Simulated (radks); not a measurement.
Results of a calculation; reference values are marked as such.
Numerical settings for the tantalum ion Ta33+, [Kr] 4d4. Code: a radial shooting solver on a logarithmic mesh with Libxc functionals. Model: Dirac Kohn-Sham, PBEsol, spin-unpolarised, spherical densities, finite nucleus; open shells fill j = l - 1/2 first; Fermi nuclear charge, rms radius 5.3507 fm. The defaults (mesh step 0.008 in ln r, mesh end at 40 bohr or more with all orbitals vanishing there, Anderson mixing 0.5 over 9 steps, residual threshold near 1e-9 with the energy settled to 1e-9 hartree or 1e-11 of itself, here a cap of 79 iterations) give E = -15025.6644 hartree and 4d3/2 at -1357.7 eV in 14 iterations. Run on one thread of a shared host, so times are rough (Arm Neoverse V2): 0.09 s of CPU time, 0.09 s wall, 14 iterations on 2189 mesh points. Changes against that run (0 stands for a change within the tolerance of the run):

\begin{tabular}{lrrrrr}
setting & iterations & converged & E (mhartree) & e(4d3/2) (meV) & CPU (s) \\ \hline
mesh step in ln r 0.03 & 14 & yes & +0.00808 & +0.00654 & 0.03 \\
mesh step in ln r 0.08 & 2 & no & diverged & - & 0.01 \\
mesh step in ln r 0.05 & 14 & yes & +0.139 & +0.138 & 0.02 \\
mesh end (bohr) 8 & 14 & yes & 0 & 0 & 0.09 \\
mesh end (bohr) 12 & 14 & yes & 0 & 0 & 0.09 \\
residual threshold 1e-16 & 79 & no & 0 & 0 & 0.24 \\
residual threshold 1e-05 & 10 & yes & 0 & +0.0467 & 0.07 \\
mixing 1.5 & 13 & yes & 0 & 0 & 0.09 \\
linear mixing, mixing 0.8 & 15 & yes & 0 & 0 & 0.09 \\
linear mixing, mixing 1 & 19 & yes & 0 & 0 & 0.11 \\
mixing history 20 & 19 & yes & 0 & 0 & 0.11 \\
iteration cap 8 & 8 & no & 0 & -3.26 & 0.05 \\
\end{tabular}

No run marked as converged misses the energy by more than 1 mhartree. A mesh that ends early acts as a hard wall.
